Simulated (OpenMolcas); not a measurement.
**Mn4+: ligand-field states by method**

Mn4+ with 4 ligands (chloride) in tetrahedral coordination (Td) at 2.15 Å. Ligand basis ANO-RCC-VDZP.

| Quantity | Value |
| --- | --- |
| Program | OpenMolcas |
| Basis | ANO-RCC-VDZP [5s4p2d1f] |
| Scalar Hamiltonian | DKH2, point nucleus |
| Active space | 3 electrons in 5 orbitals (3d) |
| State averaging | 2S+1 = 4 even, 10 roots; 2S+1 = 2 even, 40 roots |
| Spin-orbit coupling | state interaction with AMFI integrals over the reference wave functions |

I. CASSCF
II. SS-CASPT2, IPEA 0.25 Eh, imaginary shift 0.1 Eh (closed shells correlated: 3s 3p and the ligand valence shells)

Spin-free states (labels of Td) in cm-1, each column counted from its own energy of the first state listed:

```
   State  Degeneracy      I     II
     4T1           3      0      0
     4T2           3   8813  12610
      2E           2  11652   1260
2S+1 = 2           3  15442   5770
2S+1 = 2           3  17506   7440
     4A2           1  20022  29000
```

From I to II, I's first state of the same spin (4T2) moves from 8813 to 12610 cm-1, by about +3800 cm-1.

From I to II, I's first state of another spin (2E) moves from 11652 to 1260 cm-1, by about -10000 cm-1.

χT at 300 K: I 1.53, II 1.46 cm3 K/mol.

Roots that are degenerate in the reference are averaged as groups; the widest CASPT2 spread within a group is 1200 cm-1 (the 3-fold group of multiplicity 2 near 17300 cm-1 above the lowest state of its run, II). Shifts and gaps below about the spread of the groups concerned are not significant. Over all roots computed the reference weight is 0.60 to 0.64 in II; a low but even weight reflects the number of correlated electrons. An orbital triplet at a regular site is open to Jahn-Teller coupling, which can distort the site and quench the lowest spin-orbit gaps and is left out. The least metal-like active orbital is 74 % on the metal (Löwdin) and no ligand orbital is active, so the numbers are rough. Ligand-to-metal charge-transfer states are missing. With no ligand orbital active B as a rule stays too high, so bands that hang on it stand too high and its fall with covalency is understated. Without dynamic correlation the repulsion within the d shell is too large (B by tens of per cent), so at a given field states of lower spin stand too high (holds for I). With metal d orbitals alone and no dynamic correlation the field as a rule comes out too small, by tens of per cent, by up to half for chloride and softer ligands (holds for I). This shell can be high or low spin here, a state of another spin lies low, and with metal d orbitals alone active their balance is uncertain, so the ground spin may be wrong (holds for II). With one d shell and no ligand orbital active, 10Dq can be off by a tenth or more (holds for II). No measured value stands beside these numbers; the geometry was imposed, not optimised, and the real ion may take another.
